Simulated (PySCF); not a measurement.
**Telling isomers of C₂H₁₃FSi₅ apart by NMR**

PySCF 2.14 calculation with GFN2-xTB structure and PBE0/pcSseg-1 with gauge-including orbitals; no solvent, equivalent nuclei averaged, one computed conformer, no relativistic terms.

Chemical shifts δ = σref − σ; ¹H and ¹³C against TMS, all at this level. Splittings of carbon signals by F and P are missing where no couplings were computed. Where no couplings were computed, multiplicities follow the n + 1 count of equivalent neighbours, and m marks all less simple cases (inequivalent or close neighbours, rings, F or P nearby). Shifts are as computed. Against solution values, carbons near 30 ppm lie about +3 ppm off and those near 130 ppm about +5 ppm. Of 1211 compounds with measured shifts, 218 miss one by over three times the rms of a fit or turn the order of signals round; such compounds aren't used in these exercises.

(1) Tabulate the signals of `C=C(F)[SiH2][Si]([SiH3])([SiH3])[SiH3]`, `FC[SiH]1[SiH2][SiH2]C[SiH2][SiH2]1` and their relative energies.

(2) What is the quickest way to tell C=C(F)[SiH2][Si]([SiH3])([SiH3])[SiH3] from FC[SiH]1[SiH2][SiH2]C[SiH2][SiH2]1?

## Answers

(1) 
```tsv
SMILES	carbon types	δC	δH	E rel. (kcal/mol)
C=C(F)[SiH2][Si]([SiH3])([SiH3])[SiH3]	1×C 1×CH2	180.2, 115.2	5.71 (m, 1H), 5.18 (m, 1H), 4.38 (m, 2H), 3.68 (s, 9H)	28.1
FC[SiH]1[SiH2][SiH2]C[SiH2][SiH2]1	2×CH2	82.0, -14.4	5.21 (m, 2H), 4.36 (m, 2H), 4.12 (m, 2H), 4.07 (m, 1H), 3.55 (m, 2H), 3.51 (m, 2H), 0.18 (m, 1H), -0.07 (m, 1H)	0.0
```

Energies are electronic energies at PBE0/pcSseg-1 on these geometries, without zero-point or thermal terms, each for the one conformer computed, which needn't be the lowest.

(2) Both give the same number of carbon signals, but DEPT or the intensities differ. The first has a fully substituted alkene carbon (C) at 180.2 ppm, the second an sp3 CH2 bonded to 2 Si at -14.4 ppm. Their most deshielded carbons lie at 180.2 and 82.0 ppm. In the proton spectra the most deshielded non-exchanging signals are 5.71 (m, 1H) and 5.21 (m, 2H).
